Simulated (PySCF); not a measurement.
A structure optimised at B3LYP-D3(BJ)/def2-TZVP, used in a PySCF frequency run:

```xyz
3

Hg     0.0000     0.0000     0.0000
Cl     0.0000     0.0000    -2.2848
Cl     0.0000     0.0000     2.2848
```

Task: Write its SMILES, formula and point group.

Result: [Cl][Hg][Cl], Cl₂Hg, D∞h

Task: What are its rotational constants (standard atomic weights)?

Result: 1.3654 GHz (linear rotor, B only)
